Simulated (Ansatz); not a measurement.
Reaction (cleavage of the Si–B bond): `FB(F)[SiH3]` + `[SiH3][NH][AlH][Cl]` → `[SiH3][N]([SiH3])[AlH][Cl]` + `FBF`

Program: Ansatz. Geometries: PBE0-D4/def2-TZVP. ΔE: electronic, gas phase. CBS: MP2 limit from def2 TZ/QZ plus the TZ coupled-cluster correction, frozen cores. This one scheme is used for every species. DFT in def2-TZVPP. One conformer a species, not always the lowest.

**Question.** Is it downhill or uphill in electronic energy at CCSD(T)/CBS, and by how much? (An estimate is asked.)

**Answer.** Computed: Downhill: ΔE = -82.1 kJ/mol.

**Question.** What do these levels give: LDA (SPW92), r2SCANh-D4, ωB97X-V, B2PLYP, BLYP, BHLYP? (Estimate.)

**Answer.** Computed: LDA (SPW92) -63.3, r2SCANh-D4 -75.9, ωB97X-V -74.4, B2PLYP -76.2, BLYP -57.8, BHLYP -75.5 kJ/mol.

Largest T1 diagnostic among the species: 0.014.

The D4 term adds −12.0 kJ/mol with B3LYP and −6.6 kJ/mol with PBE0; it sums over pairs of atoms, weighted by their polarisabilities, and B3LYP, whose exchange is more repulsive, gets the larger term. From PBE to PBE0 (25 % exact exchange), in def2-TZVPP and without D4, ΔE moves by −8.4 kJ/mol.

B3LYP here is the variant with VWN-RPA as its local correlation; programs differ in this.
